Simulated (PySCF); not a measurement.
The PySCF input:
```python
from pyscf import gto, scf, dft

mol = gto.Mole()
mol.atom = '''
    Te   -0.04603723    0.15675997    0.01497349
    H    -1.14366118   -1.10599491   -0.12613290
    H     1.18898177   -1.04582880   -0.10880613
'''
mol.basis = 'def2-tzvp'
mol.ecp = {'Te': 'def2-tzvp'}
mol.verbose = 4
mol.build()

mf = dft.RKS(mol)
mf.xc = 'pbe'
mf.kernel()
g = mf.nuc_grad_method()
grad = g.kernel()
```

Task: What does this run give for the HOMO-LUMO gap, HOMO energy, dipole moment, total energy, nuclear repulsion energy?

Result: 
```
Quantity                           Value
------------------------  --------------
HOMO-LUMO gap                    3.67 eV
HOMO energy                     -5.51 eV
dipole moment                     0.09 D
total energy              -269.197234 Ha
nuclear repulsion energy      15.1394 Eh
```
